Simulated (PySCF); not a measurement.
Method: PySCF energies (xtb for GFN2) plus ideal-gas RRHO corrections (1 bar). Table values come from the NASA 1993 polynomials. All species are closed-shell singlets. The harmonic model lacks anharmonicity and excited electronic states, which grow with temperature; levels with a mode under 35 cm⁻¹ are left out. The table's entry may be an old estimate for B₃O₃H₃ (not checked at source).

Harmonic frequencies at GFN2-xTB (cm⁻¹): 224, 224, 433, 521, 521, 775, 796, 796, 802, 947, 947, 953, 1008, 1041, 1138, 1138, 1282, 1282, 2647, 2647, 2651. Point group D3h; S°(298 K) = 287.0 J/mol/K at this level.

Question: Work out Cp and S° of gaseous B₃O₃H₃ at 500, 800, 1200, 1600, 2000 K from these, and set them beside the table.

Answer: 
```csv
T (K),Cp GFN2-xTB,Cp table,S° GFN2-xTB,S° table
500,128.7,124.1,342.8,346.4
800,161.2,157.4,411.2,412.8
1200,181.4,178.3,480.9,481.2
1600,191.3,189.6,534.6,534.2
2000,196.6,196.4,577.9,577.3
```
Units J/mol/K.
